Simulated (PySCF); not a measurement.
**NaBi: energy against distance**

Set-up: basis Na def2-SVPD, Bi def2-SVPD with ECP60; scalar-relativistic core potentials; PySCF 2.14. Energies in eV from Na + Bi in their ground configurations at the same level. State: ³Σ⁻ (triplet), unpaired electrons π ↑↑.

Curves on a restricted Hartree–Fock reference rise too fast on stretching and do not dissociate correctly.

| R (Å) | PBE | ROHF | ROHF-MP2 |
| --- | --- | --- | --- |
| 2.578 | -0.875 | 0.3243 | -0.3262 |
| 2.698 | -1.072 | 0.0946 | -0.5537 |
| 2.818 | -1.181 | -0.0369 | -0.6853 |
| 2.908 | -1.222 | -0.0878 | -0.7372 |
| 2.998 | -1.236 | -0.1072 | -0.7584 |
| 3.088 | -1.228 | -0.1019 | -0.7553 |
| 3.208 | -1.194 | -0.0654 | -0.7224 |
| 3.358 | -1.124 | 0.0144 | -0.6476 |
| 3.538 | -1.017 | 0.1431 | -0.5264 |
| 3.777 | -0.860 | 0.3455 | -0.3364 |

Problem. Put a parabola through the three lowest points of the PBE curve and estimate Re, k and ωe (reduced mass 20.71 u; 1 eV/Å² = 0.16022 mdyn/Å; ωe = 1302.8·√(k/μ) cm⁻¹).

Solution. Through R = 2.908, 2.998, 3.088 Å the second-order coefficient is 1.36 eV/Å², so Re ≈ 3.010 Å, k ≈ 0.435 mdyn/Å and ωe ≈ 189 cm⁻¹. A polynomial fit of higher order to the unrounded PBE energies gives Re = 3.007 Å, k = 0.403 mdyn/Å, ωe = 182 cm⁻¹; anharmonicity and rounding make the difference.

The higher-order fit for each curve: PBE: Re = 3.007 Å, ωe = 182 cm⁻¹, De = 1.24 eV; ROHF: Re = 3.021 Å, ωe = 194 cm⁻¹, De = 0.108 eV; ROHF-MP2: Re = 3.029 Å, ωe = 190 cm⁻¹, De = 0.76 eV.

Correlated steps freeze 5 core orbitals. Correlated levels converge slowly with the basis: in double zeta they bind strong bonds too weakly, by up to about 1 eV, and carry superposition errors of some tenths. ⟨S²⟩ of the unrestricted solution departs from its pure value on part of the curve, where spin states mix. These are scalar-relativistic numbers at best; spin–orbit coupling would shift them, the dissociation energy most. The state is the lowest determinant that a PBE0 search found; another state may lie lower at other levels.
